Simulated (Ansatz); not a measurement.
Species: Si₂H₄F, charge 0, doublet. Si2H4F (SMILES F[SiH2][SiH2], doublet).
B3LYP-D3(BJ)/def2-TZVP minimum from Ansatz (a quantum-chemistry and plane-wave program):
```xyz
7

Si    -1.5396    -0.0973     0.2337
Si     0.7871    -0.2603     0.1702
F      1.3526     0.7467    -0.9541
H     -2.0757     1.1200     0.8924
H     -2.1847    -1.3093     0.7991
H      1.1770    -1.6383    -0.2047
H      1.4445     0.1148     1.4446
```
Charge 0, spin multiplicity 2.

Total energies in cc-pV(D+d)Z, 19 correlated electrons, 11 frozen orbitals. Radicals and triplets start from unrestricted determinants; spin-orbit coupling is neglected. Cores are frozen in correlated methods. No relativity.

```csv
method,program,energy (Eh),minus CCSDT(Q) (mEh)
HF,Ansatz,-679.65660,421.37
MP2,Ansatz,-680.02569,52.27
CCSD,Ansatz,-680.06781,10.16
CCSD(T),Ansatz,-680.07607,1.90
CCSDT(Q),Ansatz,-680.07796,0.00
```

Rough core times of Ansatz's runs on a shared machine: CCSD(T) under 20 s, CCSDT(Q) 60 min.
